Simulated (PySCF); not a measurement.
Work out the structure from these simulated measurements.

Formula: C4H10O3.

| Property | Result |
| --- | --- |
| Rotational structure | rotational constants A, B, C: 5.324, 1.252, 1.069 GHz [PBE0-D3(BJ)/def2-TZVP] |
| 1H NMR | chemical shifts (computed TMS as zero) by class: 3.78 (4 H), 3.50 (4 H), 1.32 (2 H) ppm [GIAO PBE0/pcSseg-2] |
| NMR, other nuclei | isotropic shieldings of nuclei other than C and H, by class: 294 (1 O), 305 (2 O) ppm [GIAO PBE0/pcSseg-2] |
| 13C NMR | chemical shifts (computed TMS as zero) by class: 79.3 (2 C), 67.8 (2 C) ppm [GIAO PBE0/pcSseg-2] |
| Dipole | 2.62 D [PBE0/pcSseg-2] |

Electronic properties: PySCF, gas phase, density fitting. Levels stand in brackets. The structure is a single PBE0-D3(BJ)/def2-TZVP conformer in the gas phase; no vibrational or solvent corrections. NMR classes are plain means over equivalent atoms (diastereotopic ones count apart unless rotation or inversion swaps them), as if these changed places fast.

Question: Propose a structure and show how it fits.

Answer: Numbering: `[OH:1][CH2:2][CH2:3][O:4][CH2:5][CH2:6][OH:7]`. Its formula, C4H10O3, gives 0 degrees of unsaturation, so no ring and no π bond. 4 carbons fall into 2 classes; from least to most shielded: sp3 carbon bound to oxygen [C3/C5] (79.3 ppm, 2 C), carbinol carbon (C–OH) [C2/C6] (67.8 ppm, 2 C). Hydrogen classes from least to most shielded: 4 H on 2 like atoms (carbinol carbon (C–OH)), C2/C6 (3.78 ppm), 4 H on 2 like atoms (sp3 carbon bound to oxygen), C3/C5 (3.50 ppm), 2 H on 2 alcohol oxygens, O1/O7 (1.32 ppm). The other shieldings belong to: 294 ppm, ether oxygen [O4]; 305 ppm, alcohol oxygen [O1/O7]. By its constants the optimised geometry is an asymmetric top. Structure: `OCCOCCO` (diethylene glycol). The assignments are read from this structure; whether some other isomer fits the data as well wasn't checked.
